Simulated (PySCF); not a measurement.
Species: C₃H₁₁PSi₂ (charge +1 and doublet state).
Numbering: `[CH2:1]=[CH:2][CH2:3][Si@H:4]([SiH3:5])[PH2+:6]` (hydrogens: H7, H8 on C1; H9 on C2; H10, H11 on C3; H12 on Si4; H13, H14, H15 on Si5; H16, H17 on P6)

Cartesian coordinates in Å at the GFN2-xTB level; atoms count from 1:
```
atom  x, y, z in Å
C1     2.594   -0.018   -0.827
C2     2.045   -0.139    0.377
C3     0.792   -0.896    0.636
Si4   -0.591    0.443    0.733
Si5   -2.685   -0.825    0.188
P6    -0.282    2.095   -0.762
H7     3.523    0.504   -0.973
H8     2.159   -0.476   -1.701
H9     2.505    0.329    1.235
H10    0.860   -1.442    1.576
H11    0.605   -1.607   -0.168
H12   -0.598    1.062    2.063
H13   -3.398    0.053   -0.733
H14   -2.228   -2.069   -0.420
H15   -3.303   -0.958    1.499
H16   -1.576    2.602   -0.801
H17   -0.428    1.354   -1.931
```

The hyperfine couplings belong to this conformer and change with its torsions.

Method used: UKS B3LYP, pcH-1 on C H P Si, non-relativistic, mean-field spin-orbit, GIAO in PySCF 2.14.0. One conformer (not necessarily the lowest) at the GFN2-xTB geometry, without solvent, vibrations or thermal averaging. GFN2-xTB frequencies show an imaginary mode (49i cm⁻¹), so this geometry is no minimum at that level. A GFN2-xTB geometry isn't a minimum of the functional, and hyperfine couplings can be far from their values at a DFT geometry, by a factor of two or more for some ions and for spin on atoms past the first row. No stability test was run, so a lower SCF solution isn't excluded.

The isotropic 13C couplings are +13.7, +8.5 MHz. Assign them to C1; C3.

```
site  a_iso (MHz)  ρ(0) (bohr⁻³)          position  distance from P6 (Å)  spin population  largest |T| (MHz)
  C1        +13.7        +0.0123  a main spin site                  3.57            +0.22               33.4
  C3         +8.5        +0.0075   2 bonds from C1                  3.47            +0.06               14.7
```

The isotropic 29Si couplings are -49.3, +48.9 MHz. Assign them to Si4; Si5.

```
site  a_iso (MHz)  ρ(0) (bohr⁻³)          position  distance from P6 (Å)  spin population  largest |T| (MHz)
 Si4        +48.9        -0.0560    1 bond from P6                  2.25            +0.14               62.1
 Si5        -49.3        +0.0555  a main spin site                  3.90            +0.25               66.6
```

ρ(0) is the spin density at the nucleus and T the dipolar tensor; a_iso includes a spin–orbit part; entries for several nuclei are means. The largest Mulliken spin populations are on P6 (+0.30), Si5 (+0.25), C1 (+0.22) and Si4 (+0.14). Main spin sites, with 60 % or more of the largest population: C1, Si5, P6; positions count bonds from the nearest.

Class means assume fast exchange of nuclei equivalent by connectivity; if that motion is slow, each nucleus keeps its own coupling. The three 1H nuclei of mean +24.4 MHz run from 6.9 to 57.4 MHz in the frozen geometry.

P6, the radical centre as drawn in `C=CC[Si@H]([SiH3])[PH2+]`, holds a spin population of +0.30 out of 1.
